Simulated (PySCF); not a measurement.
GeB from Hartree–Fock to correlated methods

State: ⁴Σ⁻ (quartet), unpaired electrons σ ↑, π ↑↑. Set-up: basis Ge x2c-SVPall, B x2c-SVPall; spin-free X2C with a Gaussian nucleus; PySCF 2.14. De refers to Ge + B in their high-spin ground configurations, without counterpoise correction. The functionals are run spin-unrestricted. A positive dipole means Ge(−)B(+).

| Level | Re (Å) | ωe (cm⁻¹) | De (eV) | μ (D) | CPU s a point (SCF and correlation, without the integrals) |
| --- | --- | --- | --- | --- | --- |
| UHF | 1.935 | 743 | 2.07 | -0.30 | 0.13 |
| UHF-MP2 | 1.974 | 666 | 2.92 | n/a | 0.2 |
| UHF-SCS-MP2 | 1.975 | 656 | 2.55 | n/a | n/a |
| UHF-CCSD | 1.981 | 651 | 2.66 | n/a | n/a |
| UHF-CCSD(T) | 1.992 | 640 | 2.81 | n/a | 2.5 |
| PBE | 1.999 | 627 | 3.54 | -0.97 | 0.52 |
| BLYP | 2.016 | 600 | 3.19 | -1.01 | 0.36 |
| BP86 | 2.004 | 619 | 3.44 | -0.92 | 0.36 |
| TPSS | 1.993 | 636 | 3.33 | -0.84 | 0.76 |
| r²SCAN | 1.975 | 665 | 3.52 | -0.61 | 0.71 |
| PBE0 | 1.973 | 665 | 3.31 | -0.80 | 0.95 |
| HSE06 | 1.974 | 664 | 3.32 | -0.81 | 0.97 |

The bond length runs from 1.935 Å (UHF) to 2.016 Å (BLYP). De spans 2.07 eV (UHF, mean field) to 3.54 eV (PBE, GGA). Correlation at CCSD(T) changes the Hartree–Fock bond energy by +0.74 eV; the triples alone change it by +0.15 eV.

Correlated steps freeze 10 core orbitals. Correlated levels converge slowly with the basis: in double zeta they bind strong bonds too weakly, by up to about 1 eV, and carry superposition errors of some tenths. Spin–orbit coupling is left out. The state is the lowest determinant that a PBE0 search found; another state may lie lower at other levels.

The whole job (state search and all levels along the bond) took about 1.9 min on 1 thread of Intel Xeon Platinum 8375C @ 2.90GHz (shared host), peak memory 0.52 GiB.
